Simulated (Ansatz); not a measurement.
`[CH3][Sn]([OH])([Cl])[Cl]` + CH₄ → `[CH3][Sn]([CH3])([Cl])[Cl]` + H₂O  (formal exchange of groups at the Sn–O bond)

Isolated molecules relaxed with PBE0-D4/def2-TZVP in Ansatz; ΔE leaves out vibrations. CBS: MP2 limit from def2 TZ/QZ plus the TZ coupled-cluster correction, frozen cores. This one scheme is used for every species. Functionals use def2-TZVPP. B3LYP here is the variant with VWN-RPA as its local correlation; programs differ in this. Elements past krypton have def2 core potentials. For Sn outer-core shells are correlated without core-valence functions, which leaves a few kJ/mol of doubt a bond. Each species was taken in one conformer, which may not be the lowest.

`[CH3][Sn]([OH])([Cl])[Cl]`:

Cartesian coordinates in Å:
```
C -1.003 1.136 -0.116
Sn 0.561 -0.273 0.003
O -0.168 -2.039 0.357
Cl 1.810 -0.407 -1.947
Cl 2.088 0.207 1.681
H -1.493 1.194 0.855
H -0.585 2.104 -0.386
H -1.709 0.806 -0.876
H 0.499 -2.728 0.428
```

CH₄:

Cartesian coordinates in Å:
```
C 0.000 0.000 0.000
H -0.199 -0.134 1.063
H 0.988 0.439 -0.133
H -0.752 0.661 -0.430
H -0.038 -0.967 -0.501
```

`[CH3][Sn]([CH3])([Cl])[Cl]`:

Cartesian coordinates in Å:
```
C 0.045 -1.236 1.448
Sn -0.321 -0.277 -0.407
C 0.442 1.656 -0.831
Cl 0.457 -1.704 -2.082
Cl -2.637 -0.175 -0.681
H -0.364 -0.633 2.258
H -0.444 -2.209 1.432
H 1.118 -1.367 1.586
H 0.122 1.937 -1.833
H 0.050 2.370 -0.106
H 1.531 1.637 -0.784
```

H₂O:

```xyz
3

O     0.009   -0.342    0.186
H     0.738    0.104   -0.250
H    -0.746    0.238    0.064
```

| level | ΔE (kJ/mol) |
| --- | --- |
| BLYP-D4 | 47.3 |
| B3LYP | 46.9 |

Question: What does CCSD(T)/CBS give? (Best estimate.)

Answer: Computed: +34.2 kJ/mol. The listed levels differ from it by 13.1, 12.7 kJ/mol.

Largest T1 diagnostic among the species: 0.012.

At CCSD(T), def2-SVP lies +13.6 kJ/mol from the extrapolated value and def2-TZVPP +1.1 kJ/mol. In def2-TZVPP, CCSD(T) changes the Hartree–Fock value by −12.1 kJ/mol (the triples alone add +0.3 kJ/mol) and MP2 by −14.2 kJ/mol. From PBE to PBE0 (25 % exact exchange), in def2-TZVPP and without D4, ΔE moves by −4.9 kJ/mol.
